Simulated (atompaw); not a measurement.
**Si: PAW (atompaw) pseudisation with LDA (PW92), scalar-relativistic reference atom.**

atompaw 4.2.0.5 input, output lines left out:

```
Si 14
LDA-PW scalarrelativistic loggrid 1500 logderivrange -4 5 226
3 3 0 0 0 0
3 1 0
0 0 0
c
c
v
c
v
1
1.55 1.45 1.20 1.00
y
1.6
n
y
0.75
n
custom polynom2 7 10 vanderbiltortho sinc
bessel
1.55
1.55
1.55
1.55
```

**Question.** Estimate the cutoffs (Ry, on a coarse ladder) from which the occupation-weighted sum of valence levels, in a spherical-Bessel basis at the reference potential, stays within 10 and 1 mRy of its value at 400 Ry.

**Answer.** 12 Ry and 18 Ry.

**Question.** Does the potential have ghost states?

**Answer.** Ghost state, extra bound levels that the all-electron valence spectrum of the same l lacks: s at -60.0 eV. A true bound ghost makes a file unfit for plane-wave use.

**Question.** Is the overlap operator S = 1 + Σ q|β⟩⟨β| positive definite (Bessel basis up to 400 Ry)?

**Answer.** Yes: its lowest eigenvalue is 0.09 (s channel).
